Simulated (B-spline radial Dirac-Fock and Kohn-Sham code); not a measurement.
Method: configuration-average Dirac-Fock orbitals. Computed with a B-spline atomic structure program.

Question: This computed X-ray form factor belongs to an atom or ion in its tabulated ground configuration. Which?

```csv
sin θ/λ (Å⁻¹),f₀
0.1,23.857
0.25,23.124
0.5,20.761
0.9,15.564
1.2,11.943
1.8,7.467
2.5,5.466
4,3.235
6,1.637
```

Answer: Ag²³⁺, with 24 electrons in [Ar] 3d6. f₀ tends to the number of electrons as s goes to zero, which the first rows give only roughly, and the rate of fall reflects the nuclear charge, 47.

Question: This computed X-ray form factor belongs to an atom or ion in its tabulated ground configuration. Which?

```
sin θ/λ (Å⁻¹)      f₀
          0.1  43.762
         0.35  41.225
          0.4  40.433
          0.5  38.636
          0.9  30.109
          1.2  24.255
          2.5  12.812
          3.5   8.389
            6   4.370
```

Answer: Tl³⁷⁺, with 44 electrons in [Kr] 4d8. f₀ tends to the number of electrons as s goes to zero, which the first rows give only roughly, and the rate of fall reflects the nuclear charge, 81.

Question: This computed X-ray form factor belongs to an atom or ion in its tabulated ground configuration. Which?

```
sin θ/λ (Å⁻¹)      f₀
         0.03  33.985
         0.07  33.920
         0.12  33.765
          0.2  33.355
         0.33  32.299
         0.43  31.210
         0.56  29.530
         1.59  16.280
          4.5   4.824
```

Answer: Yb³⁶⁺, with 34 electrons in [Ar] 3d10 4s2 4p4. f₀ tends to the number of electrons as s goes to zero, which the first rows give only roughly, and the rate of fall reflects the nuclear charge, 70.

Question: This computed X-ray form factor belongs to an atom or ion in its tabulated ground configuration. Which?

| sin θ/λ (Å⁻¹) | f₀ |
| --- | --- |
| 0.09 | 45.832 |
| 0.14 | 44.293 |
| 0.81 | 19.973 |
| 1 | 17.302 |
| 1.56 | 11.569 |
| 1.94 | 8.601 |
| 3.02 | 5.102 |
| 3.76 | 4.167 |
| 4.69 | 3.127 |

Answer: I⁶⁺, with 47 electrons in [Kr] 4d10 5s1. f₀ tends to the number of electrons as s goes to zero, which the first rows give only roughly, and the rate of fall reflects the nuclear charge, 53.
